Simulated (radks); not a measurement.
Task: All-electron atom: Bi LXI in [Ar] 3d5 (the NIST ground configuration). Method: scalar-relativistic Kohn-Sham, LB94 model potential, spin-polarised, spherical densities, finite nucleus; open shells are filled with parallel spins first (spin-orbit coupling, left out, can overturn this in heavy ions); Fermi nuclear charge, rms radius 5.5211 fm; computed with a radial shooting solver on a logarithmic mesh with Libxc functionals. Some entries of the table are withheld. Estimate them.

orbital  occ.  eigenvalue (hartree)  r(max) (bohr)  <1/r> (bohr^-1)
1s down     1             -3495.494       0.009654            103.3
1s up       1             -3495.461       0.009654            103.3
2s up       1             -752.4913        0.05603            24.39
2s down     1             -752.4425        0.05602            24.41
2p up       3             -666.4900        0.04673            21.35
2p down     3             -666.4804        0.04672            21.37
3s up       1             -282.7040         0.1546            9.433
3s down     1             -281.4664         0.1547            9.411
3p up       3             -257.8067         0.1539            8.569
3p down     3             -256.5859         0.1540            8.550
3d up       5             -235.6675         0.1235            8.050
3d down     0             -234.4699         0.1233            8.053
4s up       0             -146.1808         0.3158            4.855
4s down     0             -145.7229         0.3165            4.844
4p up       0             -136.3543            (1)            4.514
4p down     0             -135.9175            (2)            4.504

Result: 
(1) 4p up r(max) (bohr): 0.3237
(2) 4p down r(max) (bohr): 0.3244
